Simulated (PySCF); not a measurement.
Z-matrix (Å, degrees):
```
C
N 1 1.2668
H 2 1.0241 1 111.14
H 1 1.0938 2 118.32 3 180.00
C 1 1.4805 4 115.73 2 179.99
N 5 1.2668 1 125.95 4 0.00
H 6 1.0241 5 111.14 1 -0.01
H 5 1.0938 6 118.32 7 -180.00
```
Charge 0, spin multiplicity 1.

Problem. Estimate the HOMO, total energy, LUMO, dipole moment and HOMO–LUMO gap that PySCF 2.14.0 with PBE-D3(BJ)/def2-TZVP // B3LYP-D3(BJ)/def2-TZVP returns for this input.

Solution. 
| Quantity | Result |
|---|---|
| HOMO | -6.25 eV |
| total energy | -187.9252 Ha |
| LUMO | -3.11 eV |
| dipole moment | 0.00 D |
| HOMO–LUMO gap | 3.15 eV |
